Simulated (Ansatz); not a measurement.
Ansatz (a quantum-chemistry and plane-wave program) input for NbF₆, SMILES [F][Nb-]([F])([F])([F])([F])[F], charge -1, multiplicity 1, PBE0/def2-SVPD. Coordinates come from a ωB97X-D3(BJ)/def2-SVPD optimisation. The multiplicity is an assumed one; other spin states were not compared. The isomer is the one that the SMILES or the coordinates give; other isomers of the formula were not compared. The def2 effective core potentials stand for the cores of Nb; spin–orbit coupling is left out.

Ansatz 0.2 input:
```yaml
crystal:
  periodic: [false, false, false]
  atoms:
    - {symbol: Nb, position_ang: [-0.00000000, 0.00000000, 0.00000000]}
    - {symbol: F, position_ang: [-0.00000000, 1.90831941, -0.00000000]}
    - {symbol: F, position_ang: [-0.00000000, -1.90831941, 0.00000000]}
    - {symbol: F, position_ang: [0.00000000, -0.00000000, -1.90831941]}
    - {symbol: F, position_ang: [1.90831942, 0.00000000, -0.00000000]}
    - {symbol: F, position_ang: [-1.90831942, -0.00000000, 0.00000000]}
    - {symbol: F, position_ang: [-0.00000000, 0.00000000, 1.90831941]}
basis:
  gaussian:
    orbitals: def2-SVPD
hamiltonian:
  xc: {name: PBE0}
total_charge: -1
```

Output:

```
WARN ansatz: RAYON_NUM_THREADS=1 ignored (pool sized by the plan → 1); use --threads N
Functional definition: PBE0
integrals: 0.12 GiB planned
1432 factors; their error is unknown
mean field: 0.98 GiB planned
mean field evaluation 1: about -17830.6291 eV, gradient 5.9e1 eV
mean field evaluation 2: about -17785.6457 eV, gradient 1.8e2 eV
mean field evaluation 4: about -17837.1990 eV, gradient 3.2e0 eV
mean field evaluation 8: about -17837.2243 eV, gradient 1.7e-2 eV
mean field evaluation 16: about -17837.3596 eV, gradient 3.7e-5 eV
mean field -17837.35957804 eV, -655.5108738963 hartree, gradient 2.6e-5 eV, S^2 0.000000; 0 other end points of the search recorded, 0 dependent functions left out
reference -17837.35962064 eV, -655.5108754619 hartree; 34, 34 occupied and 138, 138 virtual orbitals, 1432 factors
Total energy: -17837.35962064 eV, -655.5108754619 hartree
```

The run converged.

Cost: around 6 core-seconds (rough).
